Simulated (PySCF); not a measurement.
A GIAO shielding run with PySCF 2.14 (density fitting, non-relativistic, gas phase) on `O[Si@@H]([SiH3])[SiH2]N[SiH3]`, H11NOSi4:

```
$ OMP_NUM_THREADS=1 python probes_run.py task.json out

{"job": {"kind": "nmr", "xc": "PBE0", "basis": "pcSseg-1"}, "charge": 0, "multiplicity": 1}
O     -1.772679    -2.319564     0.287200
Si    -0.965921    -1.019674    -0.314919
Si    -2.353643     0.840215    -0.373335
Si     0.868496    -1.051247     1.070404
N      1.695665     0.466650     0.839786
Si     2.214222     1.249411    -0.610082
H     -2.589404    -2.639933    -0.085106
H     -0.636821    -1.371428    -1.721194
H     -3.476927     0.731518    -1.321765
H     -1.628760     2.056518    -0.748936
H     -3.004736     1.125420     0.913394
H      1.818186    -2.167995     0.874358
H      0.571591    -1.055202     2.514012
H      2.224035     0.752710     1.648090
H      1.091480     1.178786    -1.545144
H      2.541838     2.624956    -0.232476
H      3.396380     0.610889    -1.204197
```

Hardware: 1 thread of an Arm Neoverse N1, shared host. The job also computes population analyses, field gradients.

Task: How large is the calculation?

Result: 82 electrons, 185 basis functions and 1055 auxiliary functions.

Task: How long does it take, and how much memory does it need?

Result: 55 s of wall time, with 13 SCF cycles and 4 response iterations; peak memory 0.84 GiB. Times on a shared host scatter by some tens of per cent.
